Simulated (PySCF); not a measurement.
C7H10F2: core ionisation energies

Compound: C₇H₁₀F₂.
Cartesian coordinates in Å at the PBE0-D3(BJ)/def2-SVP level; atoms count from 1:
```
atom  x, y, z in Å
F1     1.962   -0.827    1.773
C2     2.048   -0.417    0.482
F3     2.668   -1.408   -0.203
C4     0.691   -0.158   -0.080
C5    -0.326   -1.283   -0.032
C6    -1.681   -0.584   -0.195
C7    -1.493    0.808    0.424
C8    -0.033    1.138    0.189
C9     0.544    0.866   -1.168
H10    2.693    0.480    0.453
H11   -0.251   -1.764    0.956
H12   -0.144   -2.058   -0.792
H13   -2.505   -1.146    0.269
H14   -1.935   -0.491   -1.263
H15   -2.180    1.557   -0.002
H16   -1.679    0.778    1.510
H17    0.433    1.919    0.798
H18    1.440    1.428   -1.446
H19   -0.120    0.650   -2.010
```

Theory: delta-SCF UKS SCAN, pcX-2 on the ionised atom, pcseg-1 elsewhere, spin-free X2C in PySCF. Vertical ΔSCF values, vacuum level as zero.

Problem. What binding energy does each computed site have?

Solution. 
| atom(s) | environment | level | binding energy (eV) | above the level's lowest (eV) | count |
| --- | --- | --- | --- | --- | --- |
| F1 | fluorine of a CF2 group | F 1s | 692.78 | +0.03 | 1 |
| F3 | fluorine of a CF2 group | F 1s | 692.75 | 0.00 | 1 |
| C2 | CHF2 carbon | C 1s | 295.29 | +4.65 | 1 |
| C4 | sp3 carbon at a ring junction | C 1s | 290.81 | +0.17 | 1 |
| C9 | three-membered-ring carbon | C 1s | 290.74 | +0.10 | 1 |
| C8 | sp3 carbon at a ring junction | C 1s | 290.73 | +0.09 | 1 |
| C7 | ring CH2 carbon | C 1s | 290.71 | +0.07 | 1 |
| C6 | ring CH2 carbon | C 1s | 290.67 | +0.03 | 1 |
| C5 | ring CH2 carbon | C 1s | 290.64 | 0.00 | 1 |

Lowest listed C 1s: C5, bonded to 2 C and 2 H. Highest, 4.65 eV above it: C2, bonded to 2 F, C and H. The widest gap between neighbouring values is 4.48 eV, between 290.81 and 295.29 eV. The values 290.64, 290.67, 290.71, 290.73 and 290.74 eV lie too close for their order to be trusted.

The 2 F 1s values lie within 0.03 eV of each other; Gaussian lines of 0.5 eV full width would blend them into one maximum.

Problem. Give the binding energy of F 1s of F3 in hartree and in kJ/mol.

Solution. 692.75 eV = 25.4581 Eh = 66840 kJ/mol.

Problem. Which photon energy gives electrons from F 1s of F3 a kinetic energy of 50 eV, and what is their de Broglie wavelength?

Solution. hν = 692.75 + 50 = 742.75 eV, recoil neglected; λ = 12.264 Å/√(E/eV) = 1.73 Å.

One conformer (not necessarily the lowest) at the PBE0-D3(BJ)/def2-SVP geometry, without solvent, vibrations or thermal averaging.

The run took 5.8 min on Arm Neoverse N1, one thread, no GPU, shared host.
